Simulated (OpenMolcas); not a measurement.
**Pt⁵⁺: effect of correlating more closed shells**

```
Program             : OpenMolcas
Basis               : ANO-RCC-VTZP [8s7p5d3f1g]
Scalar Hamiltonian  : DKH2, point nucleus
Active space        : 5 electrons in 5 orbitals (5d)
State averaging     : 2S+1 = 6 even, 1 root; 2S+1 = 4 even, 24 roots; 2S+1 = 2 even, 75 roots
Spin-orbit coupling : RASSI with atomic mean-field integrals over the reference wave functions, term energies averaged over their components
```

Methods on the same reference wave functions:
A. CASSCF
B. MS-CASPT2, IPEA 0.25 Eh, imaginary shift 0.1 Eh (closed shells correlated: none)
C. MS-CASPT2, IPEA 0.25 Eh, imaginary shift 0.1 Eh (closed shells correlated: 5s 5p)
D. MS-CASPT2, IPEA 0.25 Eh, imaginary shift 0.1 Eh (closed shells correlated: 4f 5s 5p)

Energies in cm⁻¹ above 5d⁵ ⁶S_5/2.

| Level | A | B | C | D |
| --- | --- | --- | --- | --- |
| 5d⁵ ⁶S_5/2 | 0.0 | 0.0 | 0.0 | 0.0 |
| 5d⁵ ⁴G_7/2 [58 %] | 29133 | 26610 | 25670 | 25860 |
| 5d⁵ ⁴G_11/2 | 30413 | 28580 | 27470 | 27670 |
| 5d⁵ ⁴G_9/2 | 31860 | 29850 | 28760 | 28940 |
| 5d⁵ ⁴P_1/2 [59 %] | 34703 | 30850 | 30610 | 30800 |
| 5d⁵ ⁴D_7/2 [59 %] | 38917 | 35700 | 34640 | 34820 |
| 5d⁵ ²I_11/2 [69 %] | 44005 | 42430 | 40860 | 41150 |
| 5d⁵ ⁴D_1/2 [66 %] | 44506 | 40810 | 40100 | 40290 |
| 5d⁵ ²I_13/2 | 48287 | 47030 | 45200 | 45500 |
| 5d⁵ ⁴F_3/2 [52 %] | 48908 | 44280 | 43900 | 44130 |
| 5d⁵ ²H_9/2 [51 %] | 56753 | 52780 | 52070 | 52340 |
| 5d⁵ ²G_7/2(1) [53 %] | 59232 | 54780 | 53310 | 53590 |
| 5d⁵ ²F_7/2(1) [59 %] | 63353 | 58940 | 58260 | 58570 |
| 5d⁵ ²H_11/2 [68 %] | 67316 | 64530 | 63520 | 63830 |
| 5d⁵ ²S_1/2 | 68493 | 61640 | 60370 | 60660 |
| 5d⁵ ²D_3/2(2) | 76095 | 68990 | 68210 | 68520 |
| 5d⁵ ²G_9/2(2) | 84109 | 77330 | 75890 | 76210 |
| 5d⁵ ²G_7/2(2) | 87062 | 80420 | 78970 | 79280 |
| 5d⁵ ²P_3/2 | 96545 | 86070 | 84570 | 84890 |
| 5d⁵ ²P_1/2 | 102223 | 92130 | 90510 | 90820 |
| 5d⁵ ²D_5/2(3) | 109775 | 98960 | 98280 | 98620 |
| 5d⁵ ²D_3/2(3) | 113215 | 102330 | 101480 | 101820 |

Among B to D the level of the table that moves most is 5d⁵ ²I_13/2, by 1800 cm-1 (lowest in C, highest in B). Moves below CASPT2's spread within the term are not significant.

From A to B the spin-free energies of the other terms of 5d⁵ shown, above ⁶S, scale by factors of 0.87 to 0.95, as is usual when dynamic correlation screens the repulsion within a d or f shell.

The lowest spin-free term lies below A's lowest term by 0.052 hartree in B, 0.287 hartree in C, 0.480 hartree in D.

What an inner shell adds also hangs on whether the basis holds functions to correlate it.

CASPT2 breaks the degeneracy within a term, and the mean is taken; among the terms shown or strongly mixed into the levels shown the widest spread is 520 cm-1 (5d⁵ ⁴F, D). Without dynamic correlation excited terms often stand tens of per cent too high (terms of higher spin than the ground term too low), and those without a measured partner can miss by more than the paired ones (holds for A). Blocks of more than 70 roots (2S+1 = 2 even) ran without multistate coupling (holds for B; C; D). The CASPT2 spread within a term exceeds the gap to the next term for 5d⁵ ²D(1) and 5d⁵ ⁴F, so the order of their levels is uncertain, and so are names and mixing where such terms share a J (holds for D). Only configurations of the active space appear. Levels that lie high or do not pair safely by name in every column are left out.

A share in square brackets marks a mixed level and gives the weight of the term that names it, the lowest over the columns. A number in round brackets counts repeated terms of one configuration in the order of the reference energies.
